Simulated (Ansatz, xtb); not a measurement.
# Relative energy of two isomers of CH8GeN+

We compare I, `[CH3][GeH2][NH3+]`, a singlet, with II, `C[NH2+][GeH3]`, a singlet. Both are isolated ions in the gas phase, relaxed with B3LYP/6-31G*.

Quicker runs give these differences E(II) − E(I): GFN2-xTB +2.5 kcal/mol; HF/STO-3G +7.2 kcal/mol (at GFN2-xTB geometries); r2SCAN-D4/def2-SVP +14.8 kcal/mol (at GFN2-xTB geometries).

Task: Estimate E(II) − E(I) at the level CCSD(T)/def2-TZVP.

Result: Calculated at CCSD(T)/def2-TZVP: E(II) − E(I) = +15.5 kcal/mol, so structure I lies lower.

The same difference at several levels:

| level | geometry | E(II) − E(I) (kcal/mol) | departure from the last row (kcal/mol) | job, with rough time for the two |
| --- | --- | --- | --- | --- |
| GFN2-xTB | GFN2-xTB | +2.5 | −13.0 | optimisation, 0.092 s |
| HF/STO-3G | GFN2-xTB | +7.2 | −8.4 | single point, 0.32 s |
| r2SCAN-D4/def2-SVP | GFN2-xTB | +14.8 | −0.8 | single point, 3.4 s |
| B3LYP/6-31G* | B3LYP/6-31G* | +12.9 | −2.6 | optimisation, 22 s |
| HF/def2-TZVP | B3LYP/6-31G* | +13.9 | −1.7 | part of the CCSD(T) run |
| MP2/def2-TZVP | B3LYP/6-31G* | +16.9 | +1.4 | part of the CCSD(T) run |
| CCSD(T)/def2-TZVP | B3LYP/6-31G* | +15.5 |  | single point, 75 s |

As drawn, II has 1 C–N, 1 Ge–H in place of 1 C–Ge, 1 N–H.

None of the levels shown reverses the order. The largest departure from CCSD(T)/def2-TZVP is that of GFN2-xTB, 13.0 kcal/mol.

With harmonic frequencies from B3LYP/6-31G* (ideal gas, rigid rotor, one conformer each, 298.15 K, 1 atm): the zero-point term adds −0.3 kcal/mol; ΔH is +14.9 and ΔG +15.6 kcal/mol.

The correlated steps freeze 11 core orbitals; the filled d shell of Ge is correlated, in a basis made for valence electrons. Programs: Ansatz 0.2.0, xtb 6.7.1; the last row on 2 threads of Arm Neoverse V1 on a shared host.
